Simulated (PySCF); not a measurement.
Compound: CH₈O₃Si₃.
Structure used (PBE0-D3(BJ)/def2-SVP), in Å, numbered top down from 1:
```
atom  x, y, z in Å
C1     2.446    0.547    0.003
Si2    0.843    0.119    0.827
O3    -0.312    1.267    0.464
Si4   -1.828    1.173   -0.206
O5    -2.101   -0.419   -0.605
Si6   -1.161   -1.783   -0.466
O7     0.271   -1.337    0.245
H8     2.843    1.496    0.396
H9     2.303    0.655   -1.083
H10    3.194   -0.240    0.179
H11    0.972    0.023    2.306
H12   -2.846    1.614    0.783
H13   -1.877    2.008   -1.435
H14   -1.862   -2.777    0.389
H15   -0.890   -2.337   -1.819
```

Linear response at CAM-B3LYP/def2-SVPD (PySCF, frozen core in the response, non-relativistic). Isolated species at its PBE0-D3(BJ)/def2-SVP geometry, gas phase.

Static isotropic polarisability: 88.58 au (13.13 Å³), principal values 82.6, 88.8, 94.4 au.

(1) What is the polarisability at 1064 nm and at the sodium D line?

(2) What is the isotropic C6 coefficient between two such molecules, C6 = (3/π)∫α(iω)² dω?

(3) Which effective excitation energy ω̄ makes London's formula C6 = (3/4)α²ω̄ exact here?

(4) How anisotropic is the static polarisability, by Δα² = ½[(α1 − α2)² + (α2 − α3)² + (α3 − α1)²]?

(5) What does −C6/R⁶ come to at R = 12 Å between centres?

(6) The lowest 6 singlets have (eV, f): 7.55, 0.016; 7.65, 0.008; 7.79, 0.001; 8.19, 0.000; 8.33, 0.026; 8.40, 0.007. What share of the static polarisability do they carry in the sum over states α = Σ f/ω²?

(7) What n − 1 at the D line would an ideal gas of it have at 273.15 K and 1 atm (2.6868 × 10¹⁹ cm⁻³), by n − 1 = 2π·N·α′?

## Answers

(1) 89.28 au at 1064 nm (+0.8 %), 90.92 au at 589.3 nm (+2.6 %). The rise at 589.3 nm is 3.34 times that at 1064 nm; a pure ω² law gives 3.26. The lowest singlet lies at 164 nm, shorter than both wavelengths.

(2) 3154 au (Eh·bohr⁶) by a ten-point quadrature over imaginary frequencies, which is 1880 eV·Å⁶ or 182 J·nm⁶/mol.

(3) ω̄ = 4·C6/(3α²) = 0.536 Eh = 14.6 eV. A one-pole form α(ω) = α/(1 − ω²/ω̄²) fitted to the 1064 nm value gives 13.1 eV.

(4) Δα = 10.2 au, or 0.12 of the isotropic value.

(5) -61 J/mol. This is the leading, orientation-averaged term; C8 and higher terms are left out.

(6) 0.68 au, 0.8 % of α; the largest term, 0.28 au, is that of the state at 8.33 eV. Their oscillator strengths add up to 0.06. Higher states carry the rest.

(7) 22.75 × 10⁻⁴, a formal value whether or not that pressure can be reached.

Hardware: one thread of an Arm Neoverse V2, shared host. Cost: 51 s, 1.0 GiB resident at most. This is the whole response run at CAM-B3LYP/def2-SVPD, SCF included.
